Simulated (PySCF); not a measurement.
How methods differ on the ionisation energy of V

V [Ar] 3d3 4s2 (4F) → V⁺ [Ar] 3d4 (5D), as a difference of total energies. All numbers are calculated (PySCF 2.14, the spin-free X2C one-electron Hamiltonian (Gaussian nucleus), in x2c-SVPall). Correlated levels: valence: [Ar] frozen. The calculations carry no spin-orbit coupling.

Q: Order these methods by the ionisation energy they give, lowest first.
A. M06-2X
B. UHF
C. SCS-MP2 (valence)
D. MP2 (valence)

A: B (6.168 eV), D (6.374 eV), C (6.820 eV), A (7.005 eV).

Errors of the correlated levels include the incompleteness of this basis and the frozen core.

For comparison: 6.732 eV (measured; NIST levels, between the centres of gravity of the two terms).
